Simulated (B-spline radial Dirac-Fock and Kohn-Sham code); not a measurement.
## Elastic scattering of 207 eV electrons by the Cl atom

Model: relativistic (Dirac) partial waves in the static field of the Dirac-Fock atom with Furness-McCarthy exchange, without polarisation or absorption potentials. Program: a B-spline atomic structure program. Below a few hundred eV the neglected polarisation potential matters, most of all at small angles.

The run's input, task.json:

```json
{"items": [{
  "Z": 17,
  "q": 0,
  "cfg": [[1, 0, 2], [2, 0, 2], [2, 1, 6], [3, 0, 2], [3, 1, 5]],
  "A": 35,
  "rrms": 3.3654,
  "do": "elastic",
  "energies": [[207.0, 0]],
  "theta": [0, 0.5, 1, 2, 4, 8, 12, 16, 24, 32, 45, 60, 75, 90, 105, 120, 135, 150, 165, 180]
}]}
```

Command: `python xray2_run.py task.json out`

```csv
θ (°),dσ/dΩ (a₀²/sr),Sherman function
0,32.3,0.000
0.5,32.3,0.000
1,32.2,0.000
2,31.7,0.000
4,30.0,0.000
8,24.2,0.000
12,17.2,0.000
16,11.1,0.000
24,3.96,0.000
32,1.54,-0.001
45,0.684,-0.002
60,0.451,0.002
75,0.291,0.007
90,0.133,0.013
105,0.0491,0.001
120,0.132,-0.014
135,0.394,-0.008
150,0.751,-0.004
165,1.06,-0.002
180,1.17,0.000
```

The total elastic cross section is 12.2 a₀², the first transport cross section 4.78 a₀² and the second, weighted with (3/2) sin²θ, 4.33 a₀². The mean deflection is ⟨1 − cos θ⟩ = 0.393, and 16 % of the collisions scatter beyond 90°.

On this grid of angles the cross section has a minimum near 105°, from interference among the few low partial waves with large phase shifts.

Values without a named source are computed, but for edge energies of neutral atoms, which are taken from tables.
